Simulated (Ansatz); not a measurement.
ClHMoOS2, SMILES `[OH][Mo](=[S])(=[S])[Cl]`. Charge 0, multiplicity 1. Correlated methods include outer-core shells of Mo, which these sets cover unevenly. Mo: def2 effective core potential.

```xyz
6

O    -1.2613   -0.4804   -0.7089
Mo    0.3262    0.1482    0.0085
S     0.9505    1.8117   -1.0954
S     0.0360    0.7313    1.9957
Cl    1.9259   -1.4205   -0.0552
H    -1.9774   -0.7902   -0.1446
```

Task: Give the diagnostics of a CCSD(T)/def2-TZVPP run (frozen core, the Gaussian-basis code of Ansatz). (An estimate is asked.)

Result: Ansatz gave: T1 = 0.0244, largest single amplitude 0.053, largest double 0.059, (T) share of the correlation energy 6.6 %, 15 CCSD cycles. The RHF solution is unstable towards an unrestricted one. T1 lies over the customary mark of 0.02 for closed shells; compounds of d metals often pass it without a breakdown.
